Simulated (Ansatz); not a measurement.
Harmonic frequencies (cm⁻¹) at PBE0-D4/def2-TZVP from Ansatz: 74, 127, 146, 229, 274, 298, 344, 484, 540, 607, 688, 744, 760, 803, 882, 902, 943, 1008, 1106, 1142, 1260, 1274, 1372, 1398, 1448, 1451, 1648, 2193, 2195, 2974, 3054, 3138, 3146, 3528, 3631, 3792.

Each molecule was computed in one conformer, which needn't be the lowest.

(1) Which molecule is it?
A. `COCN[SiH3]`
B. `C[SiH2]C(N)O`
C. `CN(C)[SiH2]O`
D. `C[SiH](N)CO`

Results:

(1) B.
